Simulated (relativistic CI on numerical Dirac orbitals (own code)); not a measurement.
Level scheme of Au58+

Computed by Dirac-Coulomb-Breit CI, separate exchange-only KLI orbitals for each configuration, model QED, unscaled Slater integrals (own radial code, finite nucleus).

Configuration list (outside the closed core [Ne]): 3s²3p⁶3d³, 3s²3p⁵3d⁴, 3s3p⁶3d⁴, 3s²3p⁶3d²4s, 3s²3p⁶3d²4p, 3s²3p⁶3d²4d, 3s²3p⁵3d³4s, 3s²3p⁶3d²4f, 3s²3p⁵3d³4p, 3s3p⁶3d³4s, 3p⁶3d⁴4p, 3p⁶3d⁵, 3p⁵3d⁶, 3p⁵3d⁵4s, 3p⁶3d⁴4s, 3p⁵3d⁴4s², 3s²3p⁶3d4s², 3s²3p⁶4s²4p, 3s²3p⁶4s²4d. Double excitations out of closed p, d and f shells are left out; levels of such configurations are missing from the list, as are those of other unlisted configurations, and high levels can miss mixing partners. These lack a partner that the ground configuration has and come out too high: 3s²3p⁵3d³4p.

The lowest level is 3s²3p⁶3d³ ⁴F3/2, with 42 % of that term; Hund's rules for 3s²3p⁶3d³ give ⁴F with J = 3/2, in agreement.

```
No.  Configuration  Term     J   E (Ry)    %  Landé g  Lifetime (s)          jj configuration (%)
  1      3s²3p⁶3d³    ⁴F   3/2   0.0000   42    0.730                                3d3/2^3 (99)
  2      3s²3p⁶3d³    ⁴F   5/2   6.6901   80    1.051      1.12e-07            3d3/2^2 3d5/2 (99)
  3      3s²3p⁶3d³    ⁴P   3/2   7.2045   38    1.157      1.41e-07            3d3/2^2 3d5/2 (99)
  4      3s²3p⁶3d³    ²H   9/2   7.4729   48    1.025                         3d3/2^2 3d5/2 (100)
  5      3s²3p⁶3d³    ²G   7/2   7.5178   50    1.029      1.02e-04            3d3/2^2 3d5/2 (98)
  6      3s²3p⁶3d³    ⁴P   1/2   7.6547   57    1.787      3.79e-07           3d3/2^2 3d5/2 (100)
  7      3s²3p⁶3d³    ²D   5/2   9.6334   47    1.218      1.34e-06            3d3/2^2 3d5/2 (98)
  8      3s²3p⁶3d³    ⁴F   7/2  14.0890   69    1.121      6.44e-08            3d3/2 3d5/2^2 (99)
  9      3s²3p⁶3d³    ⁴F   9/2  14.4673   49    1.125      1.09e-07            3d3/2 3d5/2^2 (99)
 10      3s²3p⁶3d³    ⁴P   3/2  14.9359   40    1.098      5.60e-08           3d3/2 3d5/2^2 (100)
 11      3s²3p⁶3d³    ²P   1/2  15.1817   57    1.523      8.50e-08           3d3/2 3d5/2^2 (100)
 12      3s²3p⁶3d³    ²H  11/2  15.2232  100    1.077      2.82e-07           3d3/2 3d5/2^2 (100)
 13      3s²3p⁶3d³    ⁴P   5/2  15.2665   41    1.302      1.03e-07            3d3/2 3d5/2^2 (97)
 14      3s²3p⁶3d³    ²F   7/2  16.0318   77    1.078      2.17e-07            3d3/2 3d5/2^2 (99)
 15      3s²3p⁶3d³    ²F   5/2  16.0421   45    1.083      1.68e-07            3d3/2 3d5/2^2 (99)
 16      3s²3p⁶3d³    ²D   3/2  17.7940   81    0.865      1.18e-07            3d3/2 3d5/2^2 (98)
 17      3s²3p⁶3d³    ²G   9/2  21.8885   48    1.162      5.57e-08                  3d5/2^3 (99)
 18      3s²3p⁵3d⁴   ⁴P°   3/2  23.0065   20    1.401      7.99e-11          3p3/2^3 3d3/2^4 (97)
 19      3s²3p⁶3d³    ²P   3/2  23.0699   43    1.145      5.32e-08                  3d5/2^3 (98)
 20      3s²3p⁶3d³    ²D   5/2  23.9230   58    1.164      4.55e-08                  3d5/2^3 (98)
 21      3s²3p⁵3d⁴   ⁴D°   5/2  29.1688   27    1.468      6.45e-11    3p3/2^3 3d3/2^3 3d5/2 (97)
 22      3s²3p⁵3d⁴   ⁴P°   1/2  29.8178   27    1.759      3.22e-11    3p3/2^3 3d3/2^3 3d5/2 (98)
 23      3s²3p⁵3d⁴   ²D°   3/2  29.9303   25    1.309      9.49e-11    3p3/2^3 3d3/2^3 3d5/2 (98)
 24      3s²3p⁵3d⁴   ⁴F°   9/2  30.0349   28    1.190      8.16e-11    3p3/2^3 3d3/2^3 3d5/2 (97)
 25      3s²3p⁵3d⁴   ⁴D°   7/2  30.0440   23    1.238      5.93e-11    3p3/2^3 3d3/2^3 3d5/2 (96)
 26      3s²3p⁵3d⁴   ⁴G°  11/2  30.3672   31    1.140      1.23e-10    3p3/2^3 3d3/2^3 3d5/2 (98)
 27      3s²3p⁵3d⁴   ²G°   7/2  30.5647   21    1.098      5.54e-11    3p3/2^3 3d3/2^3 3d5/2 (96)
 28      3s²3p⁵3d⁴   ⁴F°   5/2  31.0360   25    1.058      4.68e-11    3p3/2^3 3d3/2^3 3d5/2 (97)
 29      3s²3p⁵3d⁴   ⁴D°   3/2  31.2927   22    1.388      5.58e-11    3p3/2^3 3d3/2^3 3d5/2 (93)
 30      3s²3p⁵3d⁴   ⁴D°   5/2  31.6073   25    1.254      9.04e-11    3p3/2^3 3d3/2^3 3d5/2 (96)
 31      3s²3p⁵3d⁴   ²G°   9/2  31.7180   31    1.120      1.93e-10    3p3/2^3 3d3/2^3 3d5/2 (97)
 32      3s²3p⁵3d⁴   ⁴F°   7/2  31.9966   25    1.134      1.17e-10    3p3/2^3 3d3/2^3 3d5/2 (95)
 33      3s²3p⁵3d⁴   ⁴D°   1/2  33.3406   42    0.560      7.30e-13    3p3/2^3 3d3/2^3 3d5/2 (97)
 34      3s²3p⁵3d⁴   ²F°   5/2  33.8369   39    0.834      5.55e-13    3p3/2^3 3d3/2^3 3d5/2 (96)
 35      3s²3p⁵3d⁴   ²D°   3/2  34.5198   39    0.809      4.66e-13    3p3/2^3 3d3/2^3 3d5/2 (96)
 36      3s²3p⁵3d⁴   ⁶D°   7/2  36.2959   30    1.362      3.08e-11  3p3/2^3 3d3/2^2 3d5/2^2 (94)
 37      3s²3p⁵3d⁴   ⁶D°   9/2  36.3118   30    1.250      8.07e-11  3p3/2^3 3d3/2^2 3d5/2^2 (95)
 38      3s²3p⁵3d⁴   ⁴D°   1/2  36.7565   31    1.493      7.27e-11  3p3/2^3 3d3/2^2 3d5/2^2 (99)
 39      3s²3p⁵3d⁴   ⁴F°   3/2  36.7735   22    1.374      2.20e-11  3p3/2^3 3d3/2^2 3d5/2^2 (98)
 40      3s²3p⁵3d⁴   ⁴G°  11/2  36.8022   29    1.196      8.76e-11  3p3/2^3 3d3/2^2 3d5/2^2 (98)
 41      3s²3p⁵3d⁴   ⁴F°   5/2  37.0574   23    1.317      5.65e-11  3p3/2^3 3d3/2^2 3d5/2^2 (97)
 42      3s²3p⁵3d⁴   ⁴I°  13/2  37.1769   46    1.144      7.00e-11  3p3/2^3 3d3/2^2 3d5/2^2 (99)
 43      3s²3p⁵3d⁴   ⁴F°   7/2  37.3485   22    1.075      2.24e-11  3p3/2^3 3d3/2^2 3d5/2^2 (99)
 44      3s²3p⁵3d⁴   ⁴G°  11/2  37.4075   31    1.141      1.29e-10  3p3/2^3 3d3/2^2 3d5/2^2 (98)
 45      3s²3p⁵3d⁴   ²K°  15/2  37.4125   53    1.116      1.84e-03  3p3/2^3 3d3/2^2 3d5/2^2 (99)
```

Energies count from the lowest computed level; ° marks odd parity; lifetimes are radiative, by E1, M1, E2, M2, E3 decay to levels of this space only; some are left blank where a channel outside the calculation adds to the decay or the decay crosses a small, uncertain gap. Filled j subshells are mostly left out of the jj labels.

The mean weight of the leading LS term, summed over parents, in these 45 levels is 41 %, and that of the leading jj configuration (from the same eigenvectors) 98 %, so jj coupling describes them better and the LS labels are nominal.

At this charge energies of transitions that change n are usually good to better than 1 %, and those within a shell (Δn = 0) to a few per cent.

LS names give the leading component of a level, which can be under half, so a name can repeat, a term be missing and a line seem to break the LS rules.
